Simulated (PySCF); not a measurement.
PySCF 2.14 output of a UHF calculation on a single atom or ion in dyall-av3z, with the spin-free X2C one-electron Hamiltonian (Gaussian nucleus):

```
SCF conv_tol = 1e-09
number electrons alpha = 4  beta = 2
cycle= 1 E= -37.2613599147632  delta_E= -0.0036  |g|= 0.0231  |ddm|= 0.0319
cycle= 2 E= -37.2616735567724  delta_E= -0.000314  |g|= 0.00696  |ddm|= 0.00994
cycle= 3 E= -37.261707944794  delta_E= -3.44e-05  |g|= 0.000325  |ddm|= 0.0046
cycle= 4 E= -37.261708044034  delta_E= -9.92e-08  |g|= 2.97e-05  |ddm|= 0.000358
cycle= 5 E= -37.2617080451114  delta_E= -1.08e-09  |g|= 7.34e-06  |ddm|= 5.13e-05
cycle= 6 E= -37.2617080451775  delta_E= -6.61e-11  |g|= 8.26e-07  |ddm|= 1.39e-05
converged SCF energy = -37.2617080451775  <S^2> = 2.0056033  2S+1 = 3.0037332
```

The run itself started from symmetry-adapted Hartree-Fock orbitals and held the occupation by maximum overlap, so the iterations belong to that start.

**Question.** Which element, charge and spin multiplicity is this?

**Answer.** C (carbon, neutral), multiplicity 3; the state was [He] 2s2 2p1 3d1, one real determinant (an excited configuration).

⟨L²⟩ = 8.02 against 12 for a pure F term, so this real determinant mixes terms. The outer electron is Rydberg-like, and this basis confines it to a smaller radius and binds it less than a complete one would. At UHF the highest occupied level has a positive energy, so only the finite basis holds that electron; for this excited configuration the basis is too tight for the outer shell.
